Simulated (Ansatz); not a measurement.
Reaction (substitution at a C–O bond): `COB(C)OC` + `[OH][In]([OH])[Br]` → `C[O][In]([OH])[Br]` + `COB(C)O`

Isolated molecules relaxed with PBE0-D4/def2-TZVP in Ansatz; ΔE leaves out vibrations. CCSD(T)/CBS adds triple-zeta CCSD(T) − MP2 to the extrapolated MP2 energy (def2 sets, frozen cores). Functionals use def2-TZVPP. Elements past krypton have def2 core potentials. For Br, In outer-core shells are correlated without core-valence functions, which leaves a few kJ/mol of doubt a bond. Scalar relativity is left out up to krypton. One conformer a species, not always the lowest.

```
             level  ΔE (kJ/mol)
               PBE          5.8
SCS-MP2/def2-QZVPP          7.9
```

Q: What does CCSD(T)/CBS give? (Estimate.)

A: The calculation gave: +7.4 kJ/mol. The listed levels differ from it by -1.6, 0.5 kJ/mol.

Largest T1 diagnostic among the species: 0.015.
